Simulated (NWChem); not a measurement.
Atomisation of C$_{2}$H$_{5}$BO$_{2}$

```
C
C 1 1.3388
H 2 1.0954 1 120.62
H 2 1.0955 3 116.75 1 180.00
H 1 1.0992 2 117.65 3 180.00
B 1 1.5668 5 119.90 2 180.00
O 6 1.3597 1 119.16 5 180.00
H 7 0.9633 6 111.30 1 180.00
O 6 1.3681 7 117.91 8 0.00
H 9 0.9608 6 113.04 7 180.00
```
Charge 0, spin multiplicity 1.

Program: NWChem. All single points use one geometry, from PBE0/def2-SVP, a minimum by its harmonic frequencies. It is one conformer; others weren't searched.

Basis set: def2-TZVP. The atomisation energy is electronic alone: no zero-point, thermal, spin-orbit or counterpoise terms. No value is extrapolated to the basis-set limit. Free atoms are single determinants with multiplicities B 2, C 3, H 2, O 3. Correlated methods freeze the same cores in atoms and molecule, 5 orbitals in all.

| method | atomisation energy (kcal/mol) | relative cost |
|---|---|---|
| HF | 763.3 | under 3 |
| PBE0 | 1036.1 | under 3 |
| PBE | 1059.2 | under 3 |
| MP2 | 1028.0 | under 3 |
| LDA (SVWN5) | 1192.9 | 1 |
| CAM-B3LYP | 1038.8 | 10 |
| BHandHLYP | 996.9 | under 3 |
| BP86 | 1063.8 | under 3 |
| B3LYP | 1030.2 | under 3 |

The values span 429.7 kcal/mol, from HF (lowest) to LDA (SVWN5) (highest). Costs are rough ratios of processor time within this set of runs, SCF included, with LDA (SVWN5) as 1. Costs are the molecule's.

B3LYP has NWChem's definition, with VWN1-RPA local correlation. GW and range-separated runs recompute their integrals, the others keep them in memory, which bears on the times. The structure started from a generated list of species. No SCF solution was tested for a lower state. Open-shell Hartree-Fock references start from PBE0 orbitals; any time given for them includes that run.
